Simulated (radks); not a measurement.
Spherical quantum dot in the effective-mass picture: electrons in a parabolic well V = omega^2 r^2 / 2 with omega = 0.0658, with a point charge +1 (a donor) at the centre, all in effective atomic units (hartree* = m*/eps^2 hartree, bohr* = eps/m* bohr), one dielectric constant everywhere. Method: non-relativistic Kohn-Sham, PBEsol, spin-polarised, spherical densities; computed with a radial shooting solver with Libxc functionals. Levels are named by radial order and angular momentum (1s, 1p, 1d, 2s, ...), and open shells are averaged over m. Results are scaled to m* = 0.302 and eps = 17.2, for which hartree* = 27.78 meV and bohr* = 3.014 nm.

N = 9, configuration 1s2 1p(up 3, down 2) 2s2. This is the lowest configuration that the search found (a dilute case). Occupied levels:

| level | occupation | eigenvalue (meV) | <r> (nm) |
|---|---|---|---|
| 1s up | 1 | 24.203 | 15.22 |
| 1s down | 1 | 24.247 | 13.87 |
| 1p up | 3 | 25.033 | 28.83 |
| 2s up | 1 | 25.098 | 21.38 |
| 1p down | 2 | 25.147 | 28.87 |
| 2s down | 1 | 25.162 | 22.62 |

Energy (meV): total 102.708, kinetic 21.391, external -19.023, Hartree 130.39, exchange-correlation -30.050.
